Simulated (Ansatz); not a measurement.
`CNC[SiH2]Cl` and `FCC[SiH2]Cl` differ in one atom or group.

Ansatz, PBE0-D4/def2-TZVP geometries, multiplicity 1. Each molecule was computed in one conformer, which needn't be the lowest.

```json
{"property": "HOMO–LUMO gap (ωB97M-V/def2-TZVPP) / eV", "`CNC[SiH2]Cl`": "11.22"}
{"property": "HOMO–LUMO gap (B3LYP/def2-TZVPP) / eV", "`CNC[SiH2]Cl`": "6.68"}
{"property": "HOMO energy (B3LYP/def2-TZVPP) / eV", "`CNC[SiH2]Cl`": "-6.40"}
{"property": "HOMO energy (PBE0/def2-TZVPP) / eV", "`CNC[SiH2]Cl`": "-6.61"}
{"property": "size of the dipole moment (B3LYP/def2-TZVPP) / D", "`CNC[SiH2]Cl`": "2.15"}
{"property": "LUMO energy (ωB97M-V/def2-TZVPP) / eV", "`CNC[SiH2]Cl`": "2.25"}
```

(1) What does the change do to each property? (An estimate is asked.)

## Answers

(1) Computed: 
```
                                        property  `FCC[SiH2]Cl`  shift
         HOMO–LUMO gap (ωB97M-V/def2-TZVPP) / eV          12.97   1.75
           HOMO–LUMO gap (B3LYP/def2-TZVPP) / eV           8.54   1.86
             HOMO energy (B3LYP/def2-TZVPP) / eV          -8.49  -2.09
              HOMO energy (PBE0/def2-TZVPP) / eV          -8.71  -2.10
size of the dipole moment (B3LYP/def2-TZVPP) / D           2.36   0.21
           LUMO energy (ωB97M-V/def2-TZVPP) / eV           2.02  -0.23
```

With PBE0 the HOMO falls by 2.10 eV and the LUMO falls by 0.22 eV, so the gap widens by about 1.88 eV. PBE moves the HOMO by -2.15 eV and ωB97M-V by -1.97 eV. Dipoles are sizes alone; their direction can turn.

B3LYP here is the variant with VWN-RPA as its local correlation; programs differ in this.
